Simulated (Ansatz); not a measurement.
Basis-set series for C2H3FSn, SMILES `C#[C][SnH2][F]`. Charge 0, multiplicity 1. Sn takes the def2 core potential. Geometry: relaxed with PBE0-D4/def2-TZVP.

```json
{"functional": "PBE0-D4", "basis": "def2-SVP", "functions": "83", "energy (Eh)": "-391.75973", "HOMO (eV)": "-8.44", "LUMO (eV)": "-0.85"}
{"functional": "PBE0-D4", "basis": "def2-TZVPP", "functions": "185", "energy (Eh)": "-391.98960", "HOMO (eV)": "-8.51", "LUMO (eV)": "-1.09"}
{"functional": "ωB97M-V", "basis": "def2-SVP", "functions": "83", "energy (Eh)": "-391.83545", "HOMO (eV)": "-10.66", "LUMO (eV)": "1.03"}
{"functional": "ωB97M-V", "basis": "def2-TZVPP", "functions": "185", "energy (Eh)": "-392.07300", "HOMO (eV)": "-10.76", "LUMO (eV)": "0.61"}
```

Task: Give the rows for def2-QZVPP. (An estimate is asked.)

Result: Ansatz gave: 
| functional | basis | functions | energy (Eh) | HOMO (eV) | LUMO (eV) |
| --- | --- | --- | --- | --- | --- |
| PBE0-D4 | def2-QZVPP | 343 | -392.00226 | -8.52 | -1.13 |
| ωB97M-V | def2-QZVPP | 343 | -392.08487 | -10.77 | 0.46 |

Positive LUMOs are unbound and depend on the basis.
